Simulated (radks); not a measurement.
The phosphorus ion P3+, [Ne] 3s2. Method: non-relativistic Kohn-Sham, PBE, spin-polarised, spherical densities, point nucleus; computed with a radial shooting solver on a logarithmic mesh with Libxc functionals. Every spin shell is full or empty, so the densities are truly spherical. Functionals are evaluated on that one density, not self-consistently. Rank these exchange functionals by their error against the exact value of the orbitals, and give that value: LDA, B88, PBE, revPBE, RPBE, PW91, PW86, OPTX, WC, AM05, TPSS, SCAN.

Answer. Exact: -21.6239 hartree. From best to worst, with 100 (|E| - |E exact|)/|E exact| (equal figures are ties): revPBE -0.03, OPTX +0.03, B88 +0.06, PW91 -0.07, RPBE +0.13, SCAN +0.25, TPSS +0.29, PBE -0.49, PW86 +0.64, WC -1.62, AM05 -7.16, LDA -8.25.
